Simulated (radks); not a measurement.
Sr+, configuration [Kr] 4d1 (not the ground configuration).

Calculated with a radial shooting solver on a logarithmic mesh with Libxc functionals: Dirac Kohn-Sham, PBE, spin-unpolarised, spherical densities, point nucleus; open shells fill j = l - 1/2 first.

Energy parts (eV):
| part | energy |
|---|---|
| total | -86519.084 |
| kinetic | 89122.757 |
| electron-nucleus | -208626.842 |
| Hartree | 35842.883 |
| exchange-correlation | -2857.882 |

Orbitals (lengths in bohr, moments of r in powers of bohr; <r^-3> diverges for s and p1/2):
orbital  occ.  eigenvalue (eV)  <r^-3>   <1/r>
1s1/2       2        -15935.41       -   39.00
2s1/2       2        -2161.046       -   8.780
2p1/2       2        -1967.017       -   8.751
2p3/2       4        -1898.606    1713   8.411
3s1/2       2        -337.8705       -   2.934
3p1/2       2        -267.4085       -   2.825
3p3/2       4        -256.9209   265.4   2.743
3d3/2       4        -133.2776   36.24   2.520
3d5/2       6        -131.4474   34.85   2.499
4s1/2       2         -45.1299       -  0.9890
4p1/2       2         -27.9420       -  0.8579
4p3/2       4         -26.7976   29.01  0.8364
4d3/2       1          -5.5847   1.153  0.4480
4d5/2       0          -5.5292   1.099  0.4435

The highest occupied level is 4d3/2 at -5.585 eV. The density falls to 0.001 e/bohr^3 at r = 3.97 bohr.
